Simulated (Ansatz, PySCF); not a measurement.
C₆H₆O, SMILES C([C@H]1COC1=C)#C. Atoms are numbered in the order given.

```xyz
13

C      2.6124    -0.7804     0.3203
C      1.5008    -0.3373     0.4897
C      0.1595     0.2050     0.6926
C     -0.2017     1.5614     0.0342
O     -1.3083     0.9460    -0.6547
C     -0.9697    -0.3044    -0.1952
C     -1.5025    -1.4809    -0.5022
H      3.6001    -1.1788     0.1668
H     -0.1077     0.1690     1.7609
H     -0.5331     2.3595     0.7155
H      0.5546     1.9417    -0.6695
H     -2.3320    -1.5496    -1.2093
H     -1.1009    -2.3885    -0.0490
```
Charge 0, spin multiplicity 1.

The structure is a stationary point at ωB97X-D3(BJ)/def2-SVP. The structure was generated by enumeration; whether it is a known compound was not checked.

Two levels are set side by side: PBE-D3(BJ)/def2-SVP (Ansatz, an electronic-structure program) and ωB97X-D3(BJ)/def2-SVP (PySCF). Each level has its own optimised geometry; the coordinates shown are those of the second. Frequencies come from the Hessian of PySCF at each geometry. Differences are taken from unrounded values.

| quantity | ωB97X-D3(BJ) | PBE-D3(BJ) | PBE-D3(BJ) minus ωB97X-D3(BJ) |
|---|---|---|---|
| mean bond length (Å) | 1.265 | 1.273 | 0.007 |
| bond C1–C2 (Å) | 1.209 | 1.223 | 0.014 |
| bond C2–C3 (Å) | 1.461 | 1.452 | -0.009 |
| bond C3–C4 (Å) | 1.550 | 1.558 | 0.008 |
| bond C3–C6 (Å) | 1.524 | 1.530 | 0.006 |
| bond C4–O5 (Å) | 1.441 | 1.452 | 0.011 |
| bond O5–C6 (Å) | 1.375 | 1.383 | 0.008 |
| bond C6–C7 (Å) | 1.328 | 1.339 | 0.011 |
| bond C1–H8 (Å) | 1.076 | 1.081 | 0.005 |
| bond C3–H9 (Å) | 1.102 | 1.112 | 0.010 |
| bond C4–H10 (Å) | 1.101 | 1.109 | 0.009 |
| bond C4–H11 (Å) | 1.101 | 1.109 | 0.009 |
| bond C7–H12 (Å) | 1.092 | 1.099 | 0.007 |
| bond C7–H13 (Å) | 1.091 | 1.097 | 0.006 |
| highest harmonic wavenumber (cm⁻¹) | 3485 | 3408 | -77 |
| mean harmonic wavenumber (cm⁻¹) | 1360 | 1298 | -62 |
| zero-point energy (kcal/mol) | 64.15 | 61.23 | -2.92 |

Exact exchange shortens and stiffens bonds; PBE has none. Differences between two approximate levels are no errors against the true value.
